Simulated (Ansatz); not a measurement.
Energy needed to pull apart CH₄SSe (SMILES CS[SeH]), closed shell, into free ground-state atoms, from the structure below (displaced at random from a GFN2-xTB minimum); no zero-point or spin–orbit terms; open-shell atoms are treated unrestricted, in their ground-state multiplicity.

```xyz
7
angstrom
C -0.6658 0.7741 -0.3213
S -0.5582 -0.5355 1.1545
Se 0.9124 -2.0999 0.1909
H -1.0418 0.3228 -1.3984
H 0.4292 1.3496 -0.4324
H -1.4093 1.6770 0.0062
H 2.0909 -1.4000 0.7417
```

Ansatz 0.2.0; basis: def2-TZVPP; cores frozen in the correlated methods. Filled d shells of the heavier atoms are correlated. The def2 sets are not built for correlating such inner shells, so the correlated values are less sure here. B3LYP uses VWN-RPA correlation.

```tsv
method	atomization energy (kcal/mol)
PBE-D4	?
r2SCAN-D4	498.0
PBE0-D4	?
B3LYP-D4	496.2
CAM-B3LYP-D4	491.4
wB97M-V	494.3
HF	331.1
MP2	481.0
CCSD	469.7
CCSD(T)	480.4
```

**Question.** What does PBE0-D4 give? (To be estimated.)

**Answer.** By the calculation: 495.6 kcal/mol, which is about 15.2 kcal/mol more than CCSD(T)/def2-TZVPP.

**Question.** What does PBE-D4 give? (To be estimated.)

**Answer.** The calculation gives: 511.1 kcal/mol, which is about 30.7 kcal/mol more than CCSD(T)/def2-TZVPP.

In triple zeta the MP2 and coupled-cluster atomization energies are still short of their basis limit by a few kcal/mol a bond, whereas those of the functionals are nearly converged, so these differences are not deviations from converged CCSD(T).

No T1 diagnostic of these runs exceeds 0.011.

For scale, one of the runs: CCSD(T)/def2-TZVPP forces, 177 basis functions (an equivalent command: `ansatz run in.yaml --threads 4`). Hardware: 4 CPU threads, shared host. Wall time 3.2 min; peak host memory 2.9 GiB.
